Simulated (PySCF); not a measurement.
Ga(H)(Cl)(vinyl) (C₂H₄ClGa), SMILES C=[CH][GaH][Cl].

Geometry: TPSSh-D3(BJ)/def2-SVP. Other conformers were not sampled.

Two levels are set side by side: TDDFT-PBE/def2-SVPD (PySCF) and TDDFT-ωB97X/def2-SVPD (PySCF). Vertical, same geometry. The lowest singlet is HOMO→LUMO 99 % with PBE and HOMO→LUMO 88 % with the other functional; states are paired by order. Differences are taken from unrounded values.

```tsv
quantity	TDDFT-ωB97X
lowest singlet excitation (eV)	5.27
lowest triplet excitation (TDA) (eV)	4.03
first bright state (f over 0.05) (eV)	6.12
its oscillator strength	0.18
```

Q: What does TDDFT-PBE give, and how far is it from TDDFT-ωB97X? (Estimate from the structure and the level; the computed values follow.)

A: 
```csv
quantity,TDDFT-PBE,TDDFT-PBE minus TDDFT-ωB97X
lowest singlet excitation (eV),4.32,-0.95
lowest triplet excitation (TDA) (eV),3.87,-0.16
first bright state (f over 0.05) (eV),5.00,-1.11
its oscillator strength,0.05,-0.12
```

Functionals without exact exchange tend to place singlet excitations lower, as here. Differences between two approximate levels are no errors against the true value.

Rough cost on one machine, each run with all the roots and properties that it gave: TDDFT-ωB97X against TDDFT-PBE about 7 times.
